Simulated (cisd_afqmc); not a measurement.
Input (AFQMC/CISD/def2-SVP; cisd_afqmc is a phaseless AFQMC code with CISD trial states that reads the integrals written by Ansatz):

Ansatz 0.2 input:
```python
import cisd_afqmc

open("ham.yaml", "w").write("""\
crystal:
  periodic: [false, false, false]
  atoms:
    - {symbol: Mg, position_ang: [0.00000000, 0.00000000, 0.00000000]}
    - {symbol: Cl, position_ang: [0.00000000, 0.00000000, 2.24671056]}
    - {symbol: Cl, position_ang: [-0.00000000, -0.00000000, -2.24671056]}
basis:
  gaussian:
    orbitals: def2-SVP
total_charge: 1
magnetization: {spin_polarized: true, initial_magnetization: 1}
correlation: {method: ccsd, electrons: outside_noble_gas, hamiltonian_folder: ham}
""")
rep = cisd_afqmc.ansatz("ham.yaml")
e_ccsd = rep["correlation"]["coupled_cluster"]["energy"]["hartree"]
out = cisd_afqmc.run("ham", e_ccsd, trial="CISD", walkers=200, populations=8, threads=8, dt=0.005, steps=40, early=24, settle=10, least=32,
    cut=5e-5, rank_cut=2e-4, target=0.0004, seconds=1500, seed=1, memory=17280, gpu=False)
```

Output:

```
orbitals 39, occupied [8, 7], factors 188 of 466, rank of the doubles 196 of 472
E(HF) = -1118.024221
E(CCSD) on the cut factors = -1118.314081, shift to the whole factors 0.000009
Energy of the trial state on the determinant = -1118.314095
  tau behind 7.2 of longer steps, mean of the populations' last blocks
   2.0  -1118.32006
   4.0  -1118.31974
   6.0  -1118.32075
   8.0  -1118.31961
blocks 294 (1 outliers left out), error by blocks joined: 1: 0.00015, 2: 0.00019, 4: 0.00023, 8: 0.00027, 16: 0.00029
E(AFQMC/CISD) = -1118.32010 +/- 0.00029
```
